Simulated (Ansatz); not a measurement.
```yaml
crystal:
  periodic: [false, false, false]
  atoms:
    - {symbol: C, position_ang: [-4.533989, 0.469431, -5.376552]}
    - {symbol: B, position_ang: [-1.147638, -1.692002, -3.888184]}
    - {symbol: C, position_ang: [-0.389521, -2.232079, 0.296820]}
    - {symbol: C, position_ang: [2.151677, 1.090767, 1.153476]}
    - {symbol: Si, position_ang: [3.604241, 1.166622, 6.104414]}
    - {symbol: H, position_ang: [-3.903535, 2.249413, -7.715297]}
    - {symbol: H, position_ang: [-6.059738, 2.020922, -3.303773]}
    - {symbol: H, position_ang: [-6.425650, -1.628525, -6.470284]}
    - {symbol: H, position_ang: [1.083854, -2.854540, -6.040656]}
    - {symbol: H, position_ang: [1.058665, -4.780776, 0.964008]}
    - {symbol: H, position_ang: [-2.855759, -2.067258, 2.013992]}
    - {symbol: H, position_ang: [4.626549, 1.016880, -0.566195]}
    - {symbol: H, position_ang: [0.763945, 3.692705, 0.528195]}
    - {symbol: H, position_ang: [5.620794, -2.278298, 7.006134]}
    - {symbol: H, position_ang: [0.303789, 1.403571, 8.512954]}
    - {symbol: H, position_ang: [6.039337, 4.361298, 6.901951]}
basis:
  gaussian: {orbitals: 6-31G, nuclear_model: gaussian}
hamiltonian: {xc: {name: revPBE0}}
```

```sh
$ ansatz run in.yaml --threads 4 --pin off --events-out ev --progress --plain --max-ram 10444MiB
```

Output, abridged:

```
Functional definition: revPBE0
1010 factors; integrals over basis functions are off by at most 2.5e-4 eV
mean field evaluation 1: about -11709.2476 eV, gradient 7.4e1 eV
mean field evaluation 2: about -11331.2730 eV, gradient 2.4e2 eV
mean field evaluation 4: about -11359.4888 eV, gradient 2.0e2 eV
mean field evaluation 8: about -11762.7520 eV, gradient 6.6e0 eV
mean field evaluation 16: about -11763.8915 eV, gradient 6.1e-3 eV
mean field -11763.89146730 eV, -432.3150375711 hartree, gradient 6.1e-6 eV, S^2 0.000000; 10 other end points of the search recorded, 0 dependent functions left out
reference -11763.89158378 eV, -432.3150418518 hartree; 24, 24 occupied and 47, 47 virtual orbitals, 1010 factors
Total energy: -11763.89158378 eV, -432.3150418518 hartree
```

In this input the geometry is stretched to more than twice its size. The calculation finished and met its thresholds. The result belongs to that input, not to the molecule as meant.
